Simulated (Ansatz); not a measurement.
Born–Oppenheimer molecular dynamics of BH6N3 (10 atoms, charge 0, multiplicity 1). It starts from a relaxed structure.

Theory: RKS PBE0/6-31G (Ansatz 0.2.0).

```json
{
 "ensemble": "NVT, Langevin thermostat",
 "time step": "3 fs",
 "steps asked": "40",
 "set temperature": "500 K",
 "friction": "0.001 /fs",
 "seed": "211210"
}
```

First frame:

```xyz
10
Properties=species:S:1:pos:R:3
N -1.180 0.399 -0.689
B 0.009 -0.006 -0.001
N 0.151 -1.358 0.448
N 1.054 0.943 0.239
H -1.386 1.360 -0.896
H -1.877 -0.255 -1.002
H -0.604 -2.022 0.422
H 1.012 -1.720 0.820
H 1.058 1.861 -0.171
H 1.843 0.746 0.831
```

What does the run give?

The run went to its last step.

```yaml
steps_done: 40
time_covered: 120 fs
mean_temperature_over_the_second_half: 20197104 K
spread_of_the_potential_energy_over_the_second_half: 135.2 meV per atom
mean_potential_energy_of_the_second_half_above_the_start: 5782.6 meV per atom
```

The temperature shot up to 2.3e+07 K, far beyond the bath's, so the integration failed: the time step of 3 fs is too long for the fastest motions that this run met, and the later frames carry no physical meaning.

What happens to the structure?

Parted: N1–B2 1.43 → 62.27 Å, N1–H5 1.01 → 921.77 Å, N1–H6 1.01 → 45.88 Å, B2–N3 1.43 → 137.96 Å, N3–H7 1.01 → 134.93 Å, N3–H8 1.01 → 2148.86 Å. It ends as BN + H + H + H + H + H + H + N + N. Pairs count as bonded within 1.25 times the sum of covalent radii (0.12 Å more for H–H). The details hang on the random start.

How do temperature and energy run in time?


```
time (fs)     T (K)  potential energy less start (eV)
      0.0       450                             0.000
      9.0      4594                            14.315
     18.0   1016907                            68.382
     27.0  22899300                            56.700
     36.0  22498186                            59.286
     45.0  22093247                            60.049
     54.0  21696297                            59.913
     63.0  21308759                            58.804
     72.0  20920943                            55.345
     81.0  20561455                            55.751
     90.0  20185568                            58.546
     99.0  19815071                            59.210
    108.0  19465955                            58.905
    117.0  19120150                            57.329
```

Run time: 3.1 min on 1 thread of Arm Neoverse V1, on a shared host, peak memory 0.12 GiB.
